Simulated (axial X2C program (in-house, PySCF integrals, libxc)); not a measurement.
What spin–orbit coupling does to In₂⁺

Computed with an in-house all-electron X2C program for linear molecules (integrals from PySCF). Spin-free means the one-electron spin-free X2C Hamiltonian; two-component (2c) means X2C with spin–orbit coupling and atomic mean-field two-electron Coulomb and Gaunt terms, so the difference of the two also holds small scalar two-electron terms. Basis: In dyall-cv3z [11s12p9d4f1g] (cores contracted in-house); Gaussian nuclei, density fitting, unrestricted open shells. Masses: In 114.904 u.

Spin-free state: M_S = 1/2, Λ = 0 (beyond evenly filled blocks: σα); fragments In+ + In.

```tsv
level	Re (Å)	ωe (cm⁻¹)	De (eV)
PBE0	3.603	65.1	1.435
HF	3.675	66.4	1.099
MP2	3.610	68.8	1.208
CCSD	3.605	70.2	1.213
CCSD(T)	3.594	70.9	1.237
TPSSh	3.626	61.7	1.432
```

Correlated methods: 5 electrons correlated (number of frozen shells: In 4 s, 3 p, 2 d), 323 virtual spin orbitals or spinors in MP2, 89 natural virtuals in coupled cluster.

Two-component determinant lowest at the distance of the search:

Ω = 1/2 (⟨Sz⟩ = 0.49, ⟨Lz⟩ = 0.01 at HF); fragments In+ + In.

```
  level  Re (Å)  ωe (cm⁻¹)  De (eV)
   PBE0   3.605       64.7      n/a
     HF   3.673       66.4    0.929
    MP2   3.612       68.7    1.059
   CCSD   3.606       70.1    1.068
CCSD(T)   3.595       70.8    1.092
  TPSSh   3.628       61.3      n/a
```

(1) From the two tables, how do the constants change at the CCSD(T) level (2c against spin-free)?

Occupations by symmetry block were frozen at the best pattern of an incomplete PBE0 search. De is counted from the lowest determinant-based energies of the atoms at the same level, without counterpoise correction. De is not given where an atomic determinant may have missed its ground term or J level, or where the truncated virtual space spoils (T). Density functionals use the spin component along the axis (collinear). CCSD and (T) use frozen natural virtuals with an MP2 correction for the truncation; (T) itself is uncorrected, so its De runs slightly low. The functionals have no current-density term, which raises determinants with orbital currents, atoms included. With the outer-core shells frozen, correlated bond lengths of heavy atoms tend to come out a few hundredths of an ångström too long.

Results:

(1) At the CCSD(T) level Re increases by 0.001 Å and ωe stays the same within 0.2 cm⁻¹; De changes by -0.145 eV.
